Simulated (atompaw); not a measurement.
# Before and after: PAW (atompaw) potential for neodymium

Nd, PAW, made with atompaw 4.2.0.5 (PBE, scalar-relativistic). Core [Kr] 4d10, reference 4f4 5s2 5p6 5d0 6s0 6p0 (charge +2). Waves: 5s (bound): rc 2.60 bohr; 6s (bound, empty): rc 2.25 bohr; 5p (bound): rc 1.90 bohr; 6p (bound, empty): rc 2.60 bohr; 5d (bound, empty): rc 2.60 bohr; 5d channel at -0.55 Ry: rc 2.60 bohr; 4f (bound): rc 1.35 bohr; 4f channel at 0.75 Ry: rc 1.35 bohr. Local part: troulliermartins scheme with l = 4 at -0.5 Ry, radius 1.85 bohr. Core correction: smooth core density matched at 1.50 bohr. Augmentation charge: sinc compensation charge, radius 2.15 bohr; PAW radius 2.60 bohr; waves and projectors: custom polynom2 7 10 vanderbiltortho.

All-electron outer shells of the reference configuration (PBE, scalar-relativistic, ld1.x):

```
shell  level (eV)  outermost node (bohr)  outermost maximum (bohr)
   4p     -238.78                   0.32                      0.59
   4d     -129.51                   0.29                      0.62
   5s      -53.43                   0.72                      1.32
   5p      -34.98                   0.77                      1.50
   4f      -14.57                      –                      0.67
   5d      -13.57                   0.88                      2.10
   6s      -13.39                   1.75                      3.34
   6p       -9.62                   2.06                      4.03
```

Change: reference 4f4 5s2 5p6 5d0 6s1.75 6p0.25.

Cutoffs: the cutoffs (Ry, on a coarse ladder) from which the occupation-weighted sum of valence levels, in a spherical-Bessel basis at the reference potential, stays within 10 and 1 mRy of its value at 400 Ry; they do not see the model core or the augmentation charge, which bear on the density cutoff.

Question: What does the change do?

Answer: Both files keep a bound ghost (s); the range in which the s phases agree narrows (upper end at the end of the scan → 1.0).

| quantity | base | changed |
| --- | --- | --- |
| bound ghosts | s | s |
| s: phases at 2.61 bohr within 0.05 rad from the reference energy up to (Ry; the scan ends near 5) | to the end of the scan | 1.0 |
| p: phases at 2.61 bohr within 0.05 rad from the reference energy up to (Ry; the scan ends near 5) | 0.0 | 0.6 |
| d: phases at 2.61 bohr within 0.05 rad from the reference energy up to (Ry; the scan ends near 5) | 2.6 | 3.4 |
| f: phases at 2.61 bohr within 0.05 rad from the reference energy up to (Ry; the scan ends near 5) | to the end of the scan | to the end of the scan |
| lowest overlap eigenvalue by channel | s 0.60, p 0.30, d 0.90, f 0.93 | s 0.59, p 0.20, d 0.92, f 0.94 |

 A true bound ghost makes a file unfit for plane-wave use even where its test errors are small: the radial tests pick states by their node count and pass the ghost by. The cutoffs see the waves, projectors and local potential, not the compensation charge or the core.
